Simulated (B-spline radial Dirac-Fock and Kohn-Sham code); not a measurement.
# Pd²⁰⁺: eigenvalues, ΔSCF and the reference

System: the Pd²⁰⁺ ion, 1s2 2s2 2p6 3s2 3p6 3d8.

The density-functional columns are spherical, spin-unpolarised Dirac-Kohn-Sham results without Breit or QED terms: −ε is minus the orbital energy of the initial state and ΔSCF the difference of two total energies. The reference in the last column comes from ΔSCF Dirac-Fock with Breit, self-energy and vacuum polarisation, finite nucleus, configuration average. All numbers are from a radial atomic solver, in eV; a selection of levels is shown. The Kohn-Sham columns are given as differences from the reference. For the 1s level of heavy atoms much of the gap between ΔSCF and the reference is the Breit and QED part, -73.3 eV here; for other levels the error of the functional can be larger.

```
level  LDA −ε − DF  LDA ΔSCF − DF  Dirac-Fock
    K       -255.7          +66.1     25017.8
   L1       -112.2          -43.0      4262.7
   L2        -86.3           -3.7      3986.9
   L3        -88.2           -9.1      3828.9
   M1        -53.9          -24.1      1263.5
   M2        -42.2          -11.6      1154.0
   M3        -42.0          -12.1      1123.6
 M4,5        -31.2           +1.3       939.2
```

Values without a named source are computed, but for edge energies of neutral atoms, which are taken from tables.
